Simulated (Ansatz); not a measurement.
Geometry optimisation, Ansatz 0.2.0, RHF/def2-SVP.

input.yaml

```yaml
crystal:
  periodic: [false, false, false]
  atoms:
    - { symbol: Cl, position_ang: [-1.7083, 2.1463, 0.3091] }
    - { symbol: Ge, position_ang: [-0.1427, 0.8203, 0.7433] }
    - { symbol: O, position_ang: [0.7527, 0.4077, -0.7169] }
    - { symbol: C, position_ang: [0.3131, -0.8881, -0.6856] }
    - { symbol: O, position_ang: [-0.6008, -0.8645, 0.4369] }
    - { symbol: H, position_ang: [0.7268, 1.0494, 2.0111] }
    - { symbol: H, position_ang: [1.0671, -1.6552, -0.5449] }
    - { symbol: H, position_ang: [-1.21148, -1.63996, 0.36056] }
basis:
  gaussian: { orbitals: def2-SVP }
hamiltonian:
  xc: hf
relax:
  f_tol: 0.02
  max_steps: 50
```

Command:

```bash
$ ansatz run input.yaml --threads 2 --pin off --max-ram 3072MiB --backend cpu --events-out ev --progress --plain --runs-dir out
```

Q: Where does it end, and by what steps?

A: The forces met the threshold. The force dipped under the threshold on the way, but the program's further checks kept it going. After 27 steps the energy has fallen by 3.850 eV; H7 moved furthest, 1.31 Å. Parted: C4–O5 (1.45 → 3.02 Å).

```
step  energy less start (eV)  largest force component (eV/Å)  accepted
   0                  0.0000                           6.399       yes
   1                 -1.0995                           2.269       yes
   2                 -1.4591                           1.183       yes
   3                 -1.6970                           1.235       yes
   4                 -2.1142                           2.148       yes
   5                 -2.5198                           2.698       yes
   6                 -2.9234                           1.520       yes
   7                 -3.0677                           0.692       yes
   8                 -3.1349                           1.048       yes
   9                 -3.2677                           0.515       yes
  10                 -3.4013                           0.881       yes
  11                 -3.5357                           1.027       yes
  12                 -3.7062                           0.244       yes
  13                 -3.7502                           0.737       yes
  14                 -3.7896                           0.414       yes
  15                 -3.7778                           1.064        no
  16                 -3.8205                           0.177       yes
  17                 -3.8311                           0.237       yes
  18                 -3.8408                           0.111       yes
  19                 -3.8409                           0.250       yes
  20                 -3.8401                           0.656        no
  21                 -3.8473                           0.098       yes
  22                 -3.8462                           0.369        no
  23                 -3.8493                           0.041       yes
  24                 -3.8501                           0.015       yes
  25                 -3.8502                           0.039       yes
  26                 -3.8501                           0.028        no
  27                 -3.8503                           0.002       yes
```

```xyz
8
Properties=species:S:1:pos:R:3
Cl -1.448 2.067 -0.078
Ge -0.268 0.583 0.913
O 0.906 0.001 -0.331
C 0.597 -1.048 -1.014
O -1.218 -0.778 1.384
H 0.506 1.184 2.059
H 1.434 -1.204 -1.719
H -1.313 -1.430 0.699
```

The run took 45 s on 2 threads of Intel(R) Xeon(R) Platinum 8488C (Sapphire Rapids), with other jobs on the host, peak memory 0.26 GiB.
